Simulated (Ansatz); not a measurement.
Coupled-cluster diagnostics for the cluster Ag₂O⁻ (the lowest doublet isomer of a short search), Ansatz.

Geometry of the doublet (PBE-D4/def2-TZVPD):

```xyz
3

Ag   -1.410   -0.546   -0.039
Ag    1.444   -0.449   -0.044
O    -0.034    0.995    0.083
```

In the def2 sets Ag takes a core potential; there is no spin–orbit coupling. Correlated methods freeze 1 core orbital; core or outer-core shells of Ag are correlated, in sets that lack core-valence functions. The structure comes from a short search, and lower isomers may exist.

Geometry of the charge -1 quartet (PBE-D4/def2-TZVPD):

Cartesian coordinates in Å:
```
Ag 0.961 -0.833 1.040
Ag -0.385 1.482 -0.594
O -0.575 -0.650 -0.447
```

(1) Estimate the CCSD(T) correlation energy, the shares of MP2 and (T), T1 and the reference's ⟨S²⟩ for: charge -1, doublet, own geometry in def2-TZVPD; charge -1, quartet, own geometry in def2-TZVPD; and the rough time on 4 threads of Arm Neoverse V1 on a shared host.

Answers

(1) 
| state | basis | correlation (eV) | MP2 share (%) | (T) share (%) | T1 | ⟨S²⟩ (pure) | wall time | remarks |
| --- | --- | --- | --- | --- | --- | --- | --- | --- |
| charge -1, doublet, own geometry | def2-TZVPD | -31.457 | 100.7 | 2.8 | 0.030 | 1.71 (0.75) | 46 s | spin-contaminated (⟨S²⟩ 1.71) |
| charge -1, quartet, own geometry | def2-TZVPD | -31.149 | 100.8 | 2.7 | 0.027 | 3.78 (3.75) | 41 s | – |
Customary marks for T1 are 0.02 (closed shells), 0.045 (open shells) and about 0.05 (3d metals). T1 exceeds 0.02 in 2 of 2 rows and 0.045 in 0; the higher it lies, the less the single-reference result can be trusted.
